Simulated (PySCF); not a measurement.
From one molecule to another.

First species: C₇H₁₀O.
Structure used (GFN2-xTB), in Å, numbered top down from 1:
```xyz
18
C7H10O angstrom
O      3.012   -0.077    0.681
C      2.203   -0.368   -0.440
C      0.743   -0.101   -0.182
C      0.010    0.729   -0.926
C     -1.426    1.007   -0.590
C     -2.086   -0.198    0.080
C     -1.181   -0.809    1.109
C      0.140   -0.769    0.964
H      2.849    0.835    0.947
H      2.361   -1.433   -0.636
H      2.540    0.203   -1.318
H      0.440    1.263   -1.761
H     -1.457    1.869    0.089
H     -1.979    1.284   -1.489
H     -2.308   -0.963   -0.676
H     -3.034    0.097    0.531
H     -1.643   -1.330    1.934
H      0.810   -1.234    1.672
```

Second species: C₅H₃ClFP.
Structure used (GFN2-xTB), in Å, numbered top down from 1:
```
atom  x, y, z in Å
F1    -2.757   -1.050   -0.104
C2    -1.449   -0.703   -0.062
C3    -1.162    0.644    0.001
C4     0.134    1.124    0.048
C5     1.229    0.271    0.034
Cl6    2.808    0.990    0.095
C7     1.145   -1.103   -0.025
P8    -0.319   -2.028   -0.094
H9    -1.990    1.339    0.013
H10    0.301    2.188    0.096
H11    2.067   -1.669   -0.030
```

Levels: wB97X-D/def2-SVPD for dipole moment, HOMO energy, LUMO energy, HOMO–LUMO gap, static isotropic polarisability and electronic spatial extent ⟨r²⟩ about the centre of nuclear charge; TDDFT wB97X-D/def2-SVPD for lowest singlet excitation; TDA wB97X-D/def2-SVPD for lowest triplet excitation (Tamm–Dancoff); GFN2-xTB for rotational constant A and rotational constant C. Geometries: GFN2-xTB. All species are isolated and taken at one optimised geometry, non-relativistic unless stated; the electronic structure was computed with PySCF and density fitting.

Dipoles, sizes and rotational constants follow the conformer. The torsions of the flexible species, by atom-mapped SMILES:
- `[OH:1][CH2:2][C:3]1=[CH:4][CH2:5][CH2:6][CH:7]=[CH:8]1`: O1–C2–C3–C4 123°, H–O1–C2–C3 -55°

(1) Which has the higher static isotropic polarisability?

(2) Which of the two has the higher T1 energy, and by how much?

(3) Which has the higher LUMO energy?

(4) Which has the higher rotational constant C?

(5) Which of the two has the higher rotational constant A, and by how much?

(6) Which has the higher HOMO–LUMO gap?

(7) Which of the two has the higher ⟨r²⟩, and by how much?

(8) Which of the two has the higher S1 energy, and by how much?

Answers

(1) The second: 95.2 au against 84.9 au, a difference of 10.3 au.

(2) The second: 3.17 eV against 3.10 eV, a difference of 0.07 eV.

(3) The first: 1.01 eV against -0.43 eV, a difference of 1.44 eV.

(4) The first: 1.151 GHz against 0.701 GHz, a difference of 0.450 GHz.

(5) The first: 4.463 GHz against 3.620 GHz, a difference of 0.843 GHz.

(6) The first: 9.10 eV against 8.65 eV, a difference of 0.45 eV.

(7) The second: 1418 bohr² against 1057 bohr², a difference of 361 bohr².

(8) The first: 4.94 eV against 4.54 eV, a difference of 0.40 eV.

On the first: In wavenumbers S1 is 39800 cm⁻¹ (1 eV = 8065.54 cm⁻¹). The polarisability is 12.58 Å³ as a volume (1 au = 0.148185 Å³), or 1.41 au for each of the 60 electrons.

On the second: In wavenumbers S1 is 36600 cm⁻¹ (1 eV = 8065.54 cm⁻¹). The vertical singlet–triplet gap S1 − T1 is 1.37 eV (TDDFT singlet less Tamm–Dancoff triplet; S1: HOMO→LUMO, weight 0.65; T1: HOMO→LUMO, weight 0.76).
